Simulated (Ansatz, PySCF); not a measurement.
Breaking the Ga1–H6 bond in GaGeH5 (SMILES [GaH2][GeH3]) (multiplicity 1 held, fragments rigid). Energies count from the point at 1.575 Å.
Geometry at that point (charge 0, multiplicity 1):
```xyz
7

Ga    -1.230    -0.078    -0.292
Ge     1.157     0.070     0.274
H      1.982    -1.143    -0.200
H      1.787     1.329    -0.362
H      1.359     0.200     1.799
H     -2.217     1.045     0.203
H     -1.801    -1.270    -1.146
```

R- and RO- levels are restricted; in cc, def2 and unpolarised 6-31G sets they are followed outwards from rest. Unrestricted levels (U-) break spin symmetry where that is lower. Active spaces are followed from a long bond inwards. Left out are points that failed, MP2 points in a non-variational dive below the minimum, coupled-cluster points behind a sign of a changed root (a jump of the amplitudes, or a one-step jump against full CI or MRCI), small-basis points behind a change of solution, and semi-empirical points at long bonds. Curves can end on different states.

Correlated levels freeze the cores. Filled d and f shells under p-block atoms count as core. Rows in LANL2DZ carry no dispersion term and start afresh at each structure. LANL2DZ brings its own core potentials from Na on.

Programs: Ansatz (Gaussian orbitals); PySCF for LANL2DZ rows. Values without a source in brackets are computed.

Energies in kcal/mol.

```json
[
 {"R (Å)": "1.260", "R-r2SCAN/cc-pVTZ": "23.8", "R-B3LYP/LANL2DZ": "25.4", "U-MP2/cc-pVTZ": "27.5", "FIC-MRCISD+Q on CASSCF(2,2)/cc-pVTZ": "27.9"},
 {"R (Å)": "1.417", "R-r2SCAN/cc-pVTZ": "4.3", "R-B3LYP/LANL2DZ": "5.3", "U-MP2/cc-pVTZ": "5.6", "FIC-MRCISD+Q on CASSCF(2,2)/cc-pVTZ": "5.9"},
 {"R (Å)": "1.575", "R-r2SCAN/cc-pVTZ": "0.0", "R-B3LYP/LANL2DZ": "0.0", "U-MP2/cc-pVTZ": "0.0", "FIC-MRCISD+Q on CASSCF(2,2)/cc-pVTZ": "0.0"},
 {"R (Å)": "1.732", "R-r2SCAN/cc-pVTZ": "3.6", "R-B3LYP/LANL2DZ": "2.7", "U-MP2/cc-pVTZ": "3.0", "FIC-MRCISD+Q on CASSCF(2,2)/cc-pVTZ": "2.6"},
 {"R (Å)": "1.889", "R-r2SCAN/cc-pVTZ": "11.1", "R-B3LYP/LANL2DZ": "9.6", "U-MP2/cc-pVTZ": "10.5", "FIC-MRCISD+Q on CASSCF(2,2)/cc-pVTZ": "9.5"},
 {"R (Å)": "2.126", "R-r2SCAN/cc-pVTZ": "25.2", "R-B3LYP/LANL2DZ": "23.2", "U-MP2/cc-pVTZ": "25.2", "FIC-MRCISD+Q on CASSCF(2,2)/cc-pVTZ": "23.0"},
 {"R (Å)": "2.362", "R-r2SCAN/cc-pVTZ": "39.6", "R-B3LYP/LANL2DZ": "37.8", "U-MP2/cc-pVTZ": "44.6", "FIC-MRCISD+Q on CASSCF(2,2)/cc-pVTZ": "36.8"},
 {"R (Å)": "2.755", "R-r2SCAN/cc-pVTZ": "60.8", "R-B3LYP/LANL2DZ": "60.1", "U-MP2/cc-pVTZ": "66.2", "FIC-MRCISD+Q on CASSCF(2,2)/cc-pVTZ": "56.1"},
 {"R (Å)": "3.149", "R-r2SCAN/cc-pVTZ": "77.2", "R-B3LYP/LANL2DZ": "78.1", "U-MP2/cc-pVTZ": "73.8", "FIC-MRCISD+Q on CASSCF(2,2)/cc-pVTZ": "69.0"},
 {"R (Å)": "3.621", "R-r2SCAN/cc-pVTZ": "91.2", "R-B3LYP/LANL2DZ": "94.0", "U-MP2/cc-pVTZ": "76.8", "FIC-MRCISD+Q on CASSCF(2,2)/cc-pVTZ": "76.8"},
 {"R (Å)": "4.251", "R-r2SCAN/cc-pVTZ": "102.5", "R-B3LYP/LANL2DZ": "107.8", "U-MP2/cc-pVTZ": "77.9", "FIC-MRCISD+Q on CASSCF(2,2)/cc-pVTZ": "80.3"},
 {"R (Å)": "5.038", "R-r2SCAN/cc-pVTZ": "109.6", "R-B3LYP/LANL2DZ": "left out", "U-MP2/cc-pVTZ": "78.1", "FIC-MRCISD+Q on CASSCF(2,2)/cc-pVTZ": "81.1"}
]
```

Doubts at one or more of the structures used: a restricted determinant that unrestricted orbitals would lower (R-r2SCAN/cc-pVTZ); a spin-contaminated determinant (U-MP2/cc-pVTZ).

Ansatz is an electronic-structure program.
